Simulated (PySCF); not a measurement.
Potential energy curve for SMILES N[SiH3] (H5NSi). The N2–H7 bond (N2 also carries H, Si; H7 carries nothing else) is stretched with both fragments frozen at the PBE0/def2-TZVP optimised geometry.

- UKS-PBE0 = unrestricted PBE0/cc-pVDZ in PySCF
- RKS-PBE = restricted PBE/cc-pVDZ run with PySCF
- RKS-r2SCAN = restricted r2SCAN/cc-pVDZ (PySCF 2.14.0)

Magnitude of the dipole moment (D; its direction can reverse along the curve, and a method can change to another solution) and Mulliken charge of the fragment that holds N2:

| R / Å | μ UKS-PBE0 | q UKS-PBE0 | μ RKS-PBE | q RKS-PBE | μ RKS-r2SCAN | q RKS-r2SCAN |
|---|---|---|---|---|---|---|
| 0.80 | 1.32 | 0.00 | 1.36 | 0.01 | 1.35 | 0.00 |
| 0.85 | 1.34 | -0.03 | 1.38 | -0.02 | 1.38 | -0.04 |
| 0.91 | 1.37 | -0.07 | 1.41 | -0.05 | 1.40 | -0.07 |
| 0.94 | 1.38 | -0.08 | 1.42 | -0.07 | 1.42 | -0.08 |
| 0.97 | 1.40 | -0.09 | 1.43 | -0.08 | 1.43 | -0.09 |
| 1.01 | 1.41 | -0.11 | 1.44 | -0.09 | 1.44 | -0.11 |
| 1.04 | 1.42 | -0.12 | 1.45 | -0.11 | 1.45 | -0.12 |
| 1.06 | 1.43 | -0.13 | 1.46 | -0.11 | 1.46 | -0.13 |
| 1.12 | 1.44 | -0.15 | 1.47 | -0.13 | 1.47 | -0.15 |
| 1.17 | 1.45 | -0.16 | 1.47 | -0.14 | 1.48 | -0.16 |
| 1.25 | 1.46 | -0.17 | 1.47 | -0.15 | 1.48 | -0.17 |
| 1.35 | 1.45 | -0.18 | 1.45 | -0.16 | 1.46 | -0.17 |
| 1.52 | 1.40 | -0.17 | 1.38 | -0.15 | 1.39 | -0.16 |
| 1.64 | 1.34 | -0.15 | 1.29 | -0.14 | 1.31 | -0.15 |
| 1.83 | 1.11 | -0.11 | 1.13 | -0.11 | 1.16 | -0.12 |
| 2.01 | 1.00 | -0.05 | 0.99 | -0.08 | 1.02 | -0.09 |
| 2.24 | 1.19 | -0.01 | 0.90 | -0.05 | 0.92 | -0.05 |
| 2.50 | 1.32 | 0.00 | 0.96 | -0.02 | 0.98 | -0.03 |
| 2.69 | 1.34 | 0.00 | 1.08 | -0.01 | 1.10 | -0.01 |
| 3.03 | 1.34 | 0.00 | 1.28 | 0.00 | 1.33 | 0.00 |
| 3.51 | 1.33 | 0.00 | 1.47 | 0.01 | 1.53 | 0.01 |

The unrestricted determinant behind UKS-PBE0 is spin-contaminated at 1.83 to 3.51 Å (<S²> up to 1.0, against 0.00 for a pure singlet). The restricted form behind RKS-PBE, RKS-r2SCAN keeps the bonding electrons paired and can't separate into open-shell fragments.
